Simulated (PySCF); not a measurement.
2,6-lutidine, C7H9N, SMILES c1cc(nc(c1)C)C, GFN2-xTB optimised geometry.

```
17

C     -0.28     0.78     0.00
C     -0.80     0.07    -1.21
C     -0.48    -1.26    -1.46
C     -0.99    -1.87    -2.59
C     -1.81    -1.13    -3.44
C     -2.08     0.19    -3.11
C     -2.96     1.04    -3.98
N     -1.59     0.77    -2.02
H      0.80     0.78     0.00
H     -0.62     0.28     0.91
H     -0.64     1.80     0.00
H      0.16    -1.80    -0.78
H     -0.76    -2.90    -2.82
H     -2.23    -1.57    -4.33
H     -3.03     2.04    -3.55
H     -2.54     1.11    -4.98
H     -3.95     0.61    -4.05
```

Density from PySCF with B3LYP/def2-SVP at that geometry.

Minimum of the electron density along straight lines between bonded atoms, close to the bond critical point (lines longer than 1.1 times the sum of covalent radii, or with two minima, are not listed):

| bond | length / Å | ρ at the minimum / e bohr⁻³ | ∇²ρ there / e bohr⁻⁵ | position (fraction from the first atom) |
|---|---|---|---|---|
| C1–C2 | 1.498 | 0.261 | -0.64 | 0.49 |
| C2–C3 | 1.392 | 0.313 | -0.80 | 0.50 |
| C3–C4 | 1.384 | 0.314 | -0.81 | 0.50 |
| C4–C5 | 1.384 | 0.314 | -0.81 | 0.51 |
| C5–C6 | 1.392 | 0.313 | -0.80 | 0.50 |
| C6–C7 | 1.498 | 0.261 | -0.64 | 0.51 |
| C2–N8 | 1.325 | 0.351 | -1.06 | 0.35 |
| C6–N8 | 1.325 | 0.351 | -1.06 | 0.35 |
| C1–H9 | 1.089 | 0.275 | -1.00 | 0.62 |
| C1–H10 | 1.089 | 0.275 | -1.00 | 0.62 |
| C1–H11 | 1.086 | 0.280 | -1.06 | 0.64 |
| C3–H12 | 1.080 | 0.283 | -1.07 | 0.63 |
| C4–H13 | 1.081 | 0.284 | -1.09 | 0.63 |
| C5–H14 | 1.080 | 0.283 | -1.07 | 0.63 |
| C7–H15 | 1.086 | 0.280 | -1.06 | 0.64 |
| C7–H16 | 1.089 | 0.275 | -1.00 | 0.62 |
| C7–H17 | 1.089 | 0.275 | -1.00 | 0.62 |
